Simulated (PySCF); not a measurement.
Computed shifts of a molecule C4H10OSi, PBE/pcSseg-1 (PySCF), GIAO, gas phase, atoms alike by connectivity averaged where their shifts nearly agree, in ppm (number of nuclei): ¹³C: 159.6 (1), 129.8 (1), 31.5 (1), 13.5 (1). ²⁹Si: -22.1 (1). ¹H: 6.19 (2), 5.53 (1), 5.34 (1), 2.41 (2), 1.44 (3), 0.88 (1). References: ¹³C against TMS (σ = 182.0 ppm); ²⁹Si against TMS (σ = 335.4 ppm); ¹⁷O against H2O (σ = 334.3 ppm); ¹H against TMS (σ = 31.49 ppm), references at their B3LYP-D3(BJ)/def2-TZVP geometries, non-relativistic. Geometry optimised at B3LYP-D3(BJ)/def2-SVP. The values are those of a single conformer.

Problem. Identify the compound among the candidates.
A) C=CCCO[SiH3]
B) CC1(C)C[SiH2]O1
C) C/C=C/[SiH2]OC
D) C=C(CC)[SiH2]O

Solution. D, C=C(CC)[SiH2]O
